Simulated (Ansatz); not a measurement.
Reaction (hydrogen abstraction from the Sn–H bond): `[CH3][SnH]([F])[SH]` + Cl• → `[CH3][Sn]([F])[SH]`• + HCl

Computed with Ansatz on PBE0-D4/def2-TZVP structures; ΔE is electronic, products minus reactants. CCSD(T)/CBS is the MP2 limit (def2-TZVPP, def2-QZVPP) plus CCSD(T) − MP2 in def2-TZVPP, frozen cores. This one scheme is used for every species, atoms too. Functionals use def2-TZVPP. Open shells (•) are unrestricted, without spin–orbit coupling. Spin–orbit coupling would lower the free atoms: a little for Cl. Elements past krypton have def2 core potentials. Bonds to Sn are less sure, by a few kJ/mol each and by 10 to 20 or more in all where they break to atoms, as the def2 sets lack core-valence functions. One conformer a species, not always the lowest.

```tsv
level	ΔE (kcal/mol)
LDA (SPW92)	-41.9
HF/def2-SVP	-16.3
```

**Question.** What does CCSD(T)/CBS give? (An estimate is asked.)

**Answer.** The calculation gave: -29.6 kcal/mol. The listed levels differ from it by -12.3, 13.3 kcal/mol.

**Question.** What do rigid-rotor, harmonic-oscillator terms from PBE0-D4/def2-TZVP frequencies (298.15 K, 1 bar) make of the CCSD(T)/CBS value? (An estimate is asked.)

**Answer.** Computed: ΔZPE = -0.7 kcal/mol, ΔH = -29.8 kcal/mol, ΔS = 29 J/(mol·K), ΔG = -31.9 kcal/mol. Open shells count their whole term as degenerate.

Largest T1 diagnostic among the species: 0.016.

In def2-TZVPP, CCSD(T) changes the Hartree–Fock value by −10.1 kcal/mol (the triples alone add −1.5 kcal/mol) and MP2 by −12.7 kcal/mol. From BLYP to BHLYP (50 % exact exchange), in def2-TZVPP and without D4, ΔE moves by +8.8 kcal/mol.

CCSD(T)/CBS has its own doubt, a few kJ/mol and more with outer-core shells, so smaller differences from it don't rank the levels.
